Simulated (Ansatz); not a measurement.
C2H6BNO (`NB1CCO1`). The species carries charge 0 and has multiplicity 1.

```xyz
11

N    -1.295   -1.519   -0.057
B    -0.302   -0.546    0.035
C    -0.117    0.994   -0.289
C     1.277    0.667    0.264
O     0.984   -0.730    0.518
H    -2.212   -1.329   -0.416
H    -1.148   -2.470    0.232
H    -0.691    1.706    0.303
H    -0.138    1.297   -1.336
H     2.099    0.758   -0.450
H     1.544    1.173    1.195
```

Task: List the harmonic frequencies (cm⁻¹, unscaled) at PBE0-D4/def2-TZVP in Ansatz. (Estimate.)

Result: Computed: 161, 324, 394, 403, 546, 621, 781, 813, 886, 944, 989, 1008, 1128, 1176, 1208, 1210, 1369, 1431, 1470, 1525, 1634, 3058, 3100, 3109, 3154, 3636, 3743.

Task: Is this a minimum?

Result: Yes, all 27 modes are real.

Task: Give the ideal-gas thermochemistry at 298.15 K and 1 bar (rigid rotor, harmonic oscillator; point group Cs, symmetry number 1).

Result: Zero-point energy 238.2 kJ/mol; H(298) − E = 254.4 kJ/mol; entropy 299.6 J/(mol·K), of which translation 162.0, rotation 104.7, vibration 32.9; G(298) − E = 165.1 kJ/mol.

Task: Rotational constants (cm⁻¹)?

Result: 0.3815, 0.1504, 0.1125.
